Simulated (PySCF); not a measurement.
# Two-component Hartree-Fock for Cr²⁰⁺ (chromium, charge +20)

Start: [He] 2s2. Calculated with PySCF 2.14 in an even-tempered Gaussian basis (17 s from 5.1 bohr⁻², ratio 2.4; 11 p from 6.6 bohr⁻², ratio 2.4; 5 d from 22 bohr⁻², ratio 2.6; 4 f from 33 bohr⁻², ratio 2.6): generalised Hartree-Fock with the X2C-1e Hamiltonian and a Gaussian nucleus; one run each with spin-orbit coupling (SO) switched off, then screened by Boettger's factors.

```json
{"spinor shell": "1s1/2", "electrons": "2", "ε, spin-free (eV)": "-7240.2", "ε, screened SO (eV)": "-7240.2", "weight of nominal j (screened SO)": "1.000", "rms radius, screened SO (bohr)": "0.0726"}
{"spinor shell": "2s1/2", "electrons": "2", "ε, spin-free (eV)": "-1628.3", "ε, screened SO (eV)": "-1628.3", "weight of nominal j (screened SO)": "1.000", "rms radius, screened SO (bohr)": "0.286"}
```

```
   quantity   spin-free  screened SO
E (hartree)  -688.43087   -688.43087
        M_J           0            0
       ⟨J²⟩       0.000        0.000
       ⟨L²⟩       0.000        0.000
       ⟨S²⟩       0.000        0.000
```

Without spin-orbit coupling the j labels of p, d and f shells carry no meaning; the spin-free column gives the mean over the occupied spinors of each nl shell.
